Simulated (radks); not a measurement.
Neutral chlorine inside a hard spherical wall (all orbitals vanish at R), configuration held at [Ne] 3s2 3p5 and not refilled when levels cross. All-electron calculation, scalar-relativistic Kohn-Sham, LDA (Slater exchange, VWN5 correlation), spin-polarised, spherical densities, point nucleus; open shells are filled with parallel spins first. Program: a radial shooting solver on a logarithmic mesh with Libxc functionals. Eigenvalues in eV for spin up, with the zero of energy where the potential of the charges vanishes at infinity; a dash marks a level that is unbound or too diffuse for the functional's potential to be trusted. A positive occupied level is held by the wall or, in an anion where self-interaction has pushed it up, behind a barrier. The pressure on the wall is -dE/dV.

R (bohr)  E (hartree)  kinetic (hartree)    e(2s)    e(2p)    e(3s)   e(3p)  e(4s, empty)  e(4p, empty)  pressure (GPa)
free       -460.13033            461.840  -251.79  -191.71  -21.104  -9.069        -0.334             -               0
20         -460.13033            461.840  -251.79  -191.71  -21.104  -9.069        -0.323         0.485        < 0.0001
15         -460.13033            461.840  -251.79  -191.71  -21.104  -9.069        -0.274         0.782        < 0.0001
8          -460.13011            461.843  -251.76  -191.69  -21.087  -9.052         0.831         3.182          0.0134
6          -460.12463            461.889  -251.46  -191.38  -20.858  -8.822         3.509         7.287           0.599
4          -459.97417            462.752  -247.64  -187.53  -18.246  -5.948        18.142        25.354            39.4
3.5        -459.75504            463.796  -244.05  -183.88  -15.783  -3.124        29.651        38.196             128
3          -459.19572            466.119  -237.36  -177.08  -10.894   2.517        50.868        60.792             454
